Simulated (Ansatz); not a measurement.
Ansatz results at the PBE0-D4/def2-TZVP geometry: HOMO–LUMO gap (PBE0/def2-TZVPP) 7.09 eV; HOMO–LUMO gap (B3LYP/def2-TZVPP) 6.45 eV; size of the dipole moment (ωB97M-V/def2-TZVPP) 3.79 D.

(1) Which molecule gave them?
A. `C#[C][In]([F])[F]`
B. `[CH3][InH][C]#N`
C. `[F][In]([Cl])[O][SiH3]`
D. `[CH3][InH][SH]`

Results:

(1) A. The others give `[F][In]([Cl])[O][SiH3]`: 6.03, 5.49, 0.95; `[CH3][InH][C]#N`: 6.24, 5.73, 4.98; `[CH3][InH][SH]`: 5.91, 5.40, 2.38.

B3LYP here is the variant with VWN-RPA as its local correlation; programs differ in this.
